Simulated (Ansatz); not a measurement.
`[CH3][SnH]([F])[SiH2]F` and `[CH3][SnH]([NH2])[F]` differ in one atom or group.

Ansatz, PBE0-D4/def2-TZVP geometries, multiplicity 1. Each molecule was computed in one conformer, which needn't be the lowest.

Elements past krypton have def2 core potentials.

| property | `[CH3][SnH]([F])[SiH2]F` |
| --- | --- |
| HOMO–LUMO gap (PBE0/def2-TZVPP) / eV | 7.02 |
| LUMO energy (PBE0/def2-TZVPP) / eV | -0.98 |
| HOMO–LUMO gap (ωB97M-V/def2-TZVPP) / eV | 10.67 |
| HOMO energy (ωB97M-V/def2-TZVPP) / eV | -10.02 |
| HOMO energy (PBE0/def2-TZVPP) / eV | -7.99 |
| HOMO energy (PBE/def2-TZVPP) / eV | -6.80 |

Give the same properties after the change, and the shifts. (An estimate is asked.)

Computed: 
```tsv
property	`[CH3][SnH]([NH2])[F]`	shift
HOMO–LUMO gap (PBE0/def2-TZVPP) / eV	7.41	0.39
LUMO energy (PBE0/def2-TZVPP) / eV	-0.04	0.94
HOMO–LUMO gap (ωB97M-V/def2-TZVPP) / eV	11.36	0.69
HOMO energy (ωB97M-V/def2-TZVPP) / eV	-9.84	0.18
HOMO energy (PBE0/def2-TZVPP) / eV	-7.45	0.54
HOMO energy (PBE/def2-TZVPP) / eV	-6.01	0.79
```

With PBE0 the HOMO rises by 0.54 eV and the LUMO rises by 0.94 eV, so the gap widens by about 0.40 eV. PBE moves the HOMO by 0.79 eV and ωB97M-V by 0.18 eV.
